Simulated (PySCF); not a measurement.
Si(Cl)2(F)(SiH3) (Cl₂FH₃Si₂), SMILES F[Si]([SiH3])(Cl)Cl. The structure is a stationary point at PBE-D3(BJ)/def2-SVP. This is a generated structure with no PubChem entry under its InChIKey; it may be hypothetical.

Method: PBE-D3(BJ)/def2-SVP in PySCF.

Harmonic wavenumbers (cm⁻¹): 93, 111, 113, 176, 231, 233, 385, 493, 498, 570, 604, 826, 878, 893, 898, 2168, 2188, 2189. Rotational constants (GHz): 1.707, 1.570, 1.161; symmetry number 1.

Q: Work out the zero-point energy and the ideal-gas rigid-rotor harmonic-oscillator thermochemistry at 298.15 K and 1 atm.

A: ZPE = ½ Σ hcν = ½ × 13546 cm⁻¹ = 19.37 kcal/mol. H − E(el) = 24.97 kcal/mol. Entropy in cal/(mol K): translation 40.91, rotation 29.03, vibration 20.10, total 90.03. G − E(el) = -1.88 kcal/mol. Cp = 27.55 cal/(mol K). Modes under 150 cm⁻¹ make the vibrational entropy uncertain.
